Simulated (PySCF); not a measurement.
Delta-SCF ions had no search for a lower state. Excitations are Tamm–Dancoff values on a coarser integration grid. The basis has no diffuse functions, so Rydberg states are missing or too high.

Cartesian coordinates (Å):
SMILES: [SiH3][Si]([SiH2]F)([SiH3])[SiH3]
```xyz
17

F     -2.4751    -1.2727    -1.6488
Si    -1.4950    -1.7262    -0.4244
Si     0.0120     0.0059     0.0082
Si     1.4240    -0.6363     1.7655
Si     1.2814     0.4218    -1.9166
Si    -1.1790     1.9310     0.6118
H     -2.3506    -2.0136     0.7647
H     -0.7873    -2.9726    -0.8418
H      0.6235    -0.9132     2.9979
H      2.1834    -1.8700     1.3949
H      2.3945     0.4637     2.0533
H      2.2823     1.4976    -1.6400
H      2.0051    -0.8210    -2.3263
H      0.3881     0.8594    -3.0315
H     -2.0592     2.3606    -0.5167
H     -0.2247     3.0355     0.9363
H     -2.0234     1.6502     1.8135
```
Charge 0, multiplicity 1.

**Question.** Predict the S1 oscillator strength, S1 excitation (TDA) and vertical ionisation energy (Delta-SCF) from PBE0-D3(BJ)/def2-TZVP // PBE0-D3(BJ)/def2-SVP (PySCF).

**Answer.** 
```
Item                                     Result
--------------------------------------  -------
S1 oscillator strength                    0.011
S1 excitation (TDA)                     5.76 eV
vertical ionisation energy (Delta-SCF)  9.60 eV
```
